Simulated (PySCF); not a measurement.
(HBNH)3 ring, B3H6N3.
Geometry (PBE0-D3(BJ)/def2-SVP, Å), atoms numbered from 1 in this order:
```xyz
12
B3H6N3 angstrom
B     -0.153    0.899   -1.122
H     -0.281    1.650   -2.061
N     -1.178    0.759   -0.139
B     -1.056   -0.120    0.979
H     -1.941   -0.222    1.797
N      0.150   -0.873    1.094
B      1.210   -0.778    0.143
H      2.221   -1.431    0.261
N      1.029    0.117   -0.953
H     -2.024    1.302   -0.239
H      0.257   -1.503    1.878
H      1.767    0.200   -1.639
```

Method used: delta-SCF UKS SCAN, pcX-2 on the ionised atom, pcseg-1 elsewhere, spin-free X2C (PySCF). Each 1s hole has a ground state of its own, since the core basis sits on the ionised atom alone.

```csv
ionised atom,basis functions,E(ground) (Eh),binding energy (eV)
B1,145,-242.63317,195.809
N3,145,-242.64749,404.673
```

Problem. Fill in the total energy of each core-ionised state.

Solution. With binding energy = E(ionised) − E(ground) and 27.2114 eV a hartree:

| atom | binding energy (Eh) | E(ionised) (Eh) |
| --- | --- | --- |
| B1 | 7.1959 | -235.4373 |
| N3 | 14.8715 | -227.7760 |

Problem. How much do the ground-state energies differ, and what would follow from using one of them for all holes?

Solution. They run from -242.6475 Eh (core basis on N3) to -242.6332 Eh (on B1), 0.0143 Eh or 0.39 eV apart, for one and the same state in different bases and grids. Pairing the ion of B1 with the ground state of N3 would put its binding energy 0.39 eV too high.

Only 1s holes are shown. Atoms equivalent by their bonding share one computed value, that of the first of them. The structure is a single PBE0-D3(BJ)/def2-SVP conformer in the gas phase; no vibrational or solvent corrections.

Time: 37 s wall; peak memory 0.46 GiB. Hardware: Intel Xeon at 2.50 GHz, one thread, on a shared host.
